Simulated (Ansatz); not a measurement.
This geometry of CH$_{7}$BN$_{2}$SiSn (13 atoms, charge 0, multiplicity 1) is a first-order saddle point.

These are results of Ansatz, RKS BLYP-D4/def2-SVP, not measurements.

```xyz
13
Properties=species:S:1:pos:R:3
N -1.672 -1.064 -0.879
C -0.418 -0.872 -0.638
N 0.637 -1.759 -0.647
Sn 1.726 -0.852 1.056
B 0.008 0.425 0.167
Si -0.717 2.287 0.169
H -2.329 -1.113 -1.648
H 0.489 -2.690 -1.069
H 1.602 -2.064 2.306
H 3.413 -0.715 0.626
H -1.530 2.532 1.413
H 0.409 3.287 0.177
H -1.596 2.561 -1.019
```

Task: Which two structures does it join? (They come from a converged band through this point; their orientation in space is the band's.)

Result: No bond is made or broken. The dihedral H7–N1–C2–N3 goes from -180 to 1°.

First end point:

```xyz
13
Properties=species:S:1:pos:R:3
N -1.416 -1.137 -1.558
C -0.428 -0.962 -0.717
N 0.496 -1.954 -0.380
Sn 1.709 -0.875 1.018
B -0.041 0.333 0.101
Si -0.812 2.181 0.208
H -1.957 -0.261 -1.643
H 0.402 -2.879 -0.818
H 1.680 -1.678 2.564
H 3.359 -0.841 0.461
H -1.208 2.465 1.632
H 0.248 3.177 -0.179
H -2.012 2.395 -0.673
```

Last end point:

```xyz
13
Properties=species:S:1:pos:R:3
N -1.582 -0.742 -1.401
C -0.498 -0.803 -0.671
N 0.382 -1.854 -0.395
Sn 1.734 -0.837 0.939
B 0.013 0.471 0.107
Si -0.737 2.324 0.251
H -1.801 -1.665 -1.831
H 0.221 -2.784 -0.801
H 1.734 -1.645 2.482
H 3.351 -0.918 0.297
H -1.457 2.384 1.576
H 0.359 3.354 0.301
H -1.700 2.681 -0.839
```

Task: How far does it lie above each of them?

Result: 0.93 eV above the first and 0.93 eV above the second. This is the barrier of this one path; another mechanism may lie lower.

Run time: 120 s on 2 threads of AMD EPYC 9R45 96-Core Processor (Zen 5) (shared host), peak memory 0.22 GiB.
